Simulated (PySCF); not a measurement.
BrClFGa.

```xyz
4

Ga    -0.3215    -0.4887     0.0000
F     -2.0119    -0.8902     0.0000
Cl     1.0630    -2.0899     0.0000
Br     0.2858     1.6769     0.0000
```

Coordinates come from a PBE0-D3(BJ)/def2-SVP optimisation. The structure was generated by enumeration; whether it is a known compound was not checked.

Method: PySCF with B3LYP/pcSseg-1. Non-relativistic, no solvent.

### Question
Give the absolute GIAO shielding of each atom: isotropic value and principal components (ppm). (An estimate is asked for; the answer gives what the named calculation found.)

### Answer

```
atom  σ(iso)     σ11     σ22     σ33   span
----  ------  ------  ------  ------  -----
Ga1   1420.0  1153.1  1422.7  1684.2  531.1
F2     268.4   145.7   282.5   377.1  231.4
Cl3    849.0   683.0   805.6  1058.5  375.4
Br4   2502.5  2188.4  2372.2  2946.9  758.5
```
